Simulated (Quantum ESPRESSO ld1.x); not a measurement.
Species: Ga5+. Configuration: [Ne] 3p6 3d8 4p2 (not the ground configuration). All-electron calculation, Dirac Kohn-Sham, revPBE, spin-unpolarised, spherical densities, point nucleus; open shells fill j = l - 1/2 first. Program: ld1.x of Quantum ESPRESSO 7.5. Some entries of the table are withheld. Estimate them.

| orbital | occ. | eigenvalue (hartree) | r(max) (bohr) | <1/r> (bohr^-1) |
|---|---|---|---|---|
| 1s1/2 | 2 | -380.551 | 0.03177 | 31.31 |
| 2s1/2 | 2 | -50.8832 | 0.1824 | 6.891 |
| 2p1/2 | 2 | -45.5692 | 0.1444 | (1) |
| 2p3/2 | 4 | -44.5506 | 0.1473 | (2) |
| 3s1/2 | 0 | -9.52162 | 0.5564 | 2.274 |
| 3p1/2 | 2 | -7.77314 | (3) | 2.166 |
| 3p3/2 | 4 | -7.62487 | (4) | 2.127 |
| 3d3/2 | 4 | -4.66116 | 0.5004 | 1.898 |
| 3d5/2 | 4 | -4.63843 | 0.5026 | 1.889 |
| 4p1/2 | 2 | -2.29167 | 1.583 | 0.7707 |
| 4p3/2 | 0 | -2.26822 | 1.600 | 0.7617 |
| 4d3/2 | 0 | -1.56447 | 1.914 | 0.6201 |
| 4d5/2 | 0 | -1.56139 | 1.918 | 0.6186 |

Answer. 
(1) 2p1/2 <1/r> (bohr^-1): 6.849
(2) 2p3/2 <1/r> (bohr^-1): 6.674
(3) 3p1/2 r(max) (bohr): 0.5498
(4) 3p3/2 r(max) (bohr): 0.5573
